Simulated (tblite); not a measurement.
C5H13NSi3.
Structure used (GFN2-xTB), in Å, numbered top down from 1:
```
atom  x, y, z in Å
C1     3.1505    0.5001   -0.3218
C2     2.1439   -0.6290   -0.1418
Si3    0.7629   -0.1758    1.0936
C4    -0.5263   -1.6000    1.1618
Si5   -2.0452   -1.2040    0.0844
C6    -2.2702    0.6876    0.3493
C7    -3.1381    1.2296   -0.6290
N8    -3.8164    1.6560   -1.4501
Si9   -0.5561    1.5893    0.3505
H10    2.6603    1.3974   -0.6953
H11    3.9311    0.2212   -1.0278
H12    3.6237    0.7447    0.6266
H13    2.6714   -1.5237    0.1935
H14    1.7068   -0.8745   -1.1116
H15    1.3827   -0.0150    2.4252
H16   -0.0942   -2.5517    0.8614
H17   -0.8510   -1.7329    2.1925
H18   -3.2491   -1.9229    0.5153
H19   -1.7754   -1.4747   -1.3303
H20   -2.7341    0.8421    1.3275
H21   -0.2982    2.0641   -1.0146
H22   -0.6895    2.7916    1.1853
```

Calculated harmonic vibrations of the isolated species, GFN2-xTB (tblite), most abundant isotopes, no scaling. Errors from tens to a few hundred cm⁻¹ against measured bands are possible. Modes of hydrogen on silicon can be 10 to 20 % off. One conformer, not necessarily the lowest.

Harmonic wavenumbers (cm⁻¹): 27.4, 58.5, 63.6, 106.5, 120.8, 161.5, 186.7, 207.9, 238.4, 251.2, 310.9, 378.4, 419.3, 436.0, 457.0, 475.8, 516.0, 529.7, 552.0, 599.4, 613.7, 648.9, 656.0, 680.4, 723.0, 739.7, 744.7, 780.6, 780.7, 788.5, 801.4, 975.3, 992.7, 1014.6, 1019.0, 1051.6, 1077.3, 1115.9, 1163.3, 1240.2, 1284.2, 1421.8, 1462.2, 1481.6, 1511.1, 1514.0, 2119.8, 2195.4, 2215.6, 2237.3, 2257.5, 2377.3, 2925.9, 2963.8, 2977.6, 2989.5, 3006.6, 3013.8, 3021.8, 3033.2.

A = 1585, B = 623.4, C = 514.8 MHz; mass 171.036 u (most abundant isotopes); point group C1, symmetry number 1.

Zero-point energy?

Half the sum of the wavenumbers: 34857 cm⁻¹ = 416.99 kJ/mol.

Entropy at 500 K, 1 bar (ideal gas, RRHO, classical rotation)?

Translation 183.73, rotation 135.42, vibration 299.58: S = 618.7 J/(mol K).

And Cp and H(500 K) − H(0)?

Cp = 305.00 J/(mol K), of which vibrations give 271.74 (their classical limit is 60 R = 498.9); H(500 K) − H(0) = 91.52 kJ/mol without the zero-point energy, 74.89 from vibrations.

Blend soft modes into free rotors: weight 1/[1 + (100 cm⁻¹/ν̃)⁴] for the oscillator and the rest for a rotor with moment μB/(μ + B), μ = h/(8π²ν), B = 10⁻⁴⁴ kg m². What vibrational entropy results?

274.27 J/(mol K) in place of 299.58, which changes −T·S at 500 K by +12.65 kJ/mol.

What must be added to the electronic energy to get the Gibbs energy at 500 K and 1 bar?

ZPE + [H(500 K) − H(0)] − T·S = 416.99 + 91.52 − 309.37 = 199.14 kJ/mol.

Which modes carry the vibrational entropy at 500 K?

27.4 cm⁻¹: 29.44; 58.5 cm⁻¹: 23.14; 63.6 cm⁻¹: 22.45; 106.5 cm⁻¹: 18.18; 120.8 cm⁻¹: 17.14; 161.5 cm⁻¹: 14.76 J/(mol K); the other 54 give 174.48 together.

Hindered rotation and anharmonicity are outside this model. Other conformers, if any are populated, would add a mixing term that is left out. The structure is chiral; the term R ln 2 for an equal mix with its mirror image is left out.
